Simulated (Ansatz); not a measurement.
The cluster Hf₂Si₂. Total charge 0; quintet. Geometry PBE-D4/def2-SVP; atoms count from 1.

```xyz
4

Hf    0.374    1.317   -0.831
Hf   -0.151    0.327    1.561
Si   -1.383   -0.572   -0.540
Si    1.160   -1.072   -0.190
```

In the def2 sets Hf takes a core potential; there is no spin–orbit coupling. At PBE0-D4/def2-TZVP a singlet of charge 0 lies 0.57 eV below the quintet, each at its own geometry. The structure comes from a short search, and lower isomers may exist.

Question: Estimate the Mulliken populations from the PBE0/def2-TZVP orbitals of Ansatz.

Answer: 
| atom | charge (e) | spin (α − β) | d electrons |
| --- | --- | --- | --- |
| Hf1 | 0.25 | 1.63 | 2.55 |
| Hf2 | 0.25 | 1.63 | 2.55 |
| Si3 | -0.25 | 0.37 | – |
| Si4 | -0.25 | 0.37 | – |
Mulliken values depend strongly on the basis.

Question: Where does the spin sit?

Answer: Summed by element: Hf 3.25, Si 0.75, of 4 unpaired in all. Largest on single atoms: Hf1 1.63, Hf2 1.63, Si3 0.37.

Question: And the Mayer bond orders between heavy atoms (over 0.3)?

Answer: Hf1–Hf2 1.88 (2.64 Å); Hf1–Si3 1.22 (2.60 Å); Hf1–Si4 1.22 (2.60 Å); Hf2–Si3 1.22 (2.60 Å); Hf2–Si4 1.22 (2.60 Å); Si3–Si4 0.64 (2.62 Å).
